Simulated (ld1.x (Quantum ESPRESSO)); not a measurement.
# lithium: one change to a TM potential, before and after

ld1.x (Quantum ESPRESSO) 7.5 input, shortened:

```
&input
   title='Li', zed=3., rel=1, dft='PZ', iswitch=3,
   config='[He] 2s0.5 2p0.5'
 /
 &inputp
   pseudotype=2, tm=.true., lloc=1,
   nlcc=.false.
 /
2
2S  1  0   0.50   0.00  2.55  2.55  0.0
2P  2  1   0.50   0.00  4.20  4.20  0.0
 &test
   configts(1)='2s0.5 2p0.5'
 /
```

Change: core correction a·sin(br)/r model core inside 1.22 bohr.

Cutoffs: the cutoffs (Ry, on a coarse ladder) from which the occupation-weighted sum of valence levels, in a spherical-Bessel basis at the reference potential, stays within 10 and 1 mRy of its value at 400 Ry; they do not see the model core or the augmentation charge, which bear on the density cutoff. Errors are all-electron minus pseudo energies relative to the spin-unpolarised reference configuration.

Problem. What does the change do?

Solution. Both files are so soft that the ladder of cutoffs tells neither apart; of the 5 tests that both files solve, the error grows in 2 and shrinks in 3 by more than 15 % and 0.3 meV (median size 4.0 → 1.5 meV); neither file shows a bound ghost. A model core, the more so a compact one, raises the density cutoff, which this test does not measure.

| quantity | base | changed |
| --- | --- | --- |
| cutoff, loose | 6 Ry | 6 Ry |
| cutoff, tight | 6 Ry | 6 Ry |
| bound ghosts | none | none |
| error for 2s1 2p0, meV [ΔE -0.87 eV] | -0.1 | -1.1 |
| error for 2s0.5 2p0, meV [ΔE 1.17 eV] | +4.0 | +2.0 |
| error for 2s0 2p1, meV [ΔE 0.88 eV] | -0.3 | -1.5 |
| error for 2s0.5 2p0.5 (spin-polarised), meV [ΔE -0.20 eV] | +19 | +2.3 |
| error for 2s1 2p0 (spin-polarised), meV [ΔE -1.11 eV] | +20 | -0.7 |
| s: phases at 4.57 bohr within 0.05 rad from the reference energy up to (Ry; the scan ends near 5) | 0.9 | 0.9 |
| p: phases at 4.57 bohr within 0.05 rad from the reference energy up to (Ry; the scan ends near 5) | 0.5 | 0.5 |
